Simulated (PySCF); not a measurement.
Compound: C5H5N2S (doublet state).
Geometry (GFN2-xTB, Å), atoms numbered from 1 in this order:
```xyz
13
C5H5N2S angstrom
C      3.4628   -0.7323   -0.3681
C      2.3172   -0.3588   -0.2881
C      1.0137    0.1037   -0.2028
N     -0.0694   -0.6494   -0.1482
C     -1.1780    0.0052   -0.1609
C     -2.5365   -0.5676   -0.1095
S     -0.9337    1.7837   -0.2222
N      0.7365    1.4801   -0.1462
H      4.4478   -1.0848   -0.4323
H     -3.1474   -0.1796   -0.9249
H     -2.4686   -1.6494   -0.1880
H     -3.0294   -0.3107    0.8295
H      1.3806    2.1605   -0.5174
```

Identity: `C#C[C]1N=C(C)SN1` [radical].

Computed, not measured: UKS B3LYP, pcH-1 on C H N S, non-relativistic, mean-field spin-orbit, GIAO (PySCF 2.14.0). Geometry: GFN2-xTB; no solvent, vibrations or thermal averaging. Couplings are sensitive to structure, and on GFN2-xTB geometries they can be far from those on DFT ones. Stability of the SCF solution: not tested.

Give the principal g shifts and their parts.

| Δg (ppm) | 1 | 2 | 3 |
| --- | --- | --- | --- |
| relativistic mass correction | -190 | -190 | -190 |
| gauge correction | 30 | -2 | 35 |
| orbital Zeeman/spin–orbit | -2007 | 524 | 4872 |
| total | -2166 | 332 | 4718 |

So g = 2.00015, 2.00265, 2.00704 and g_iso = 2.00328; the tensor is rhombic: the two nearest values differ by 36 % of g3 − g1. Axes: g3 points within 9° of the C5–C6 bond.

What effective moment and Curie constant follow for a powder?

With the mean of g² = 4.0131 and S(S+1) = 0.75: μ_eff = √(⟨g²⟩S(S+1)) = 1.735 μB and χT = 0.12505·⟨g²⟩·S(S+1) = 0.376 cm³ K/mol (cgs; spin-Hamiltonian part alone).

What are the electron Larmor frequencies g μB B/h along the three axes at 3350 mT?

93.7820, 93.8991, 94.1048 GHz for g1, g2 and g3, a range of 322.8 MHz.

In a frozen sample, at which fields do the three g values resonate at 9.5, 34, 94 and 263 GHz (hyperfine left aside), and which band first spreads them over more than twice a line width of 1.0 mT?

```
band    GHz  B(g3) mT  B(g2) mT  B(g1) mT  spread mT
   X    9.5    338.19    338.93    339.35       1.16
   Q   34.0   1210.35   1213.00   1214.52       4.17
   W   94.0   3346.27   3353.60   3357.79      11.52
   J  263.0   9362.43   9382.94   9394.66      32.22
```

The spread grows in proportion to the frequency. Q band is the first where it exceeds 2.0 mT.

The largest Mulliken spin populations are on C3 (+0.36), C5 (+0.30), C1 (+0.27) and N8 (+0.17). The positive populations add up to 1.30 and the negative ones to -0.30, together 2S = 1.

The HOMO–LUMO gaps are 3.14 eV among the α and 4.79 eV among the β orbitals.

Hardware: Arm Neoverse V2, one thread, on a shared host. Cost: 60 s (with the writing of density and orbital grids), 0.93 GiB resident at most.
